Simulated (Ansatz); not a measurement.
def2 core potentials replace the inner electrons of Bi.

B3LYP has the VWN-RPA correlation part, as in Gaussian. 

Cartesian coordinates (Å):
```xyz
9

O     -1.7300     1.1655    -0.6443
Bi    -0.6689    -0.4940    -1.3227
O     -1.1400    -1.8636     0.1752
C      1.1875     0.2099    -0.0891
F      2.1313    -0.7281     0.0204
F      0.7777     0.5087     1.1620
F      1.7621     1.3078    -0.5869
H     -1.4360     1.4198     0.2412
H     -0.8836    -1.5260     1.0442
```
Charge 0, multiplicity 1.

Give the vertical ionisation energy (Delta-SCF), dipole moment, LUMO, HOMO, total energy and HOMO–LUMO gap at the level B3LYP-D3(BJ)/def2-TZVP // PBE0-D3(BJ)/def2-SVP in Ansatz (a program for electronic structure).


The vertical ionisation energy (Delta-SCF) is 10.29 eV and the dipole moment comes out as 1.74 D. The LUMO comes out as -1.82 eV, the HOMO comes out as -8.07 eV and the total energy is -19163.65 eV. The HOMO–LUMO gap comes out as 6.25 eV.
